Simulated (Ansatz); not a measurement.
Basis sets compared for dimethylphenylsulfonium hydroxide (C₈H₁₂OS). Total charge 0; singlet. Geometry PBE-D4/def2-SVP. Ansatz on 4 threads of Intel Xeon 6975P-C on a shared host; times are rough, and most runs start from earlier orbitals.

```xyz
22

C     2.1248    0.6457    0.5807
S     1.2870    0.1336   -0.9641
C     0.3631    1.5270   -1.7081
C    -0.2748   -0.4842    0.0159
C    -0.5799   -1.8409   -0.1639
C    -1.6817   -2.4163    0.4933
C    -2.4825   -1.6301    1.3357
C    -2.1806   -0.2697    1.5191
C    -1.0793    0.3007    0.8608
H     1.7619    0.0276    1.4234
H     3.1966    0.5102    0.3608
H     1.9040    1.7134    0.7800
H     0.8293    1.6540   -2.6985
H    -0.7152    1.2861   -1.7538
H     0.5189    2.4375   -1.0968
H     0.0545   -2.4535   -0.8274
H    -1.9159   -3.4825    0.3469
H    -3.3462   -2.0767    1.8516
H    -2.8090    0.3498    2.1785
H    -0.8498    1.3684    1.0187
O     2.8714    0.8809   -1.9023
H     3.0036    1.8190   -1.6507
```

Binding counts from free atoms (C triplet, S triplet, H doublet, O triplet) in the same basis, without a counterpoise term.

```json
{"level": "PBE-D4/def2-SVP", "functions": "204", "energy (Eh)": "-784.3397", "HOMO (eV)": "-4.58", "LUMO (eV)": "-1.36", "binding per atom (eV)": "4.49", "wall time": "1.5 s"}
{"level": "PBE0-D4/def2-SVP", "functions": "204", "energy (Eh)": "-784.4019", "HOMO (eV)": "-6.13", "LUMO (eV)": "-0.50", "binding per atom (eV)": "4.39", "wall time": "2.5 s"}
```

Q: Estimate the rows for PBE-D4/def2-TZVP, PBE0-D4/def2-TZVP (with forces).

A: 
```tsv
level	functions	energy (Eh)	HOMO (eV)	LUMO (eV)	binding per atom (eV)	wall time
PBE-D4/def2-TZVP	388	-784.9204	-5.09	-1.58	4.46	3.5 s
PBE0-D4/def2-TZVP (with forces)	388	-784.9746	-6.42	-0.70	4.36	11 s
```
